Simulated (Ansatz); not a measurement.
A ladder of methods for GaSiH4OF (SMILES [F][GaH][O][SiH3])

The species is GaSiH4OF (8 atoms), meant as a singlet with charge 0. As SMILES, `[F][GaH][O][SiH3]`. The shape is that of a PBE0-D4/def2-TZVP optimisation. This is one conformer, not always the lowest.

Quantity: the electronic atomisation energy, in eV. The values are calculated. Electronic energies at fixed atoms, without zero-point motion or spin-orbit coupling.

| level | kind | program | value (eV) |
| --- | --- | --- | --- |
| SVWN5/6-31G* (spherical functions) | LDA | Ansatz | 29.71 |
| PBE/6-31G* (spherical functions) | GGA | Ansatz | 25.98 |
| B3LYP/6-31G* (spherical functions) | global hybrid | Ansatz | 25.64 |
| BHLYP/6-31G* (spherical functions) | global hybrid | Ansatz | 24.95 |
| PBE0/6-31G* (spherical functions) | global hybrid | Ansatz | 25.47 |
| RPA@PBE/6-31G* (spherical functions) | RPA | Ansatz | 22.77 |
| RPA@PBE0/6-31G* (spherical functions) | RPA | Ansatz | 23.39 |
| MP2/6-31G* (spherical functions) | perturbation theory | Ansatz | 24.44 |

All-electron rows without a relativistic Hamiltonian named are non-relativistic. Correlated wave functions underbind in double-zeta sets. The values span 22.77 to 29.71 eV. In the correlated wave-function rows the outer d shell of Ga is correlated, in sets not made for it.
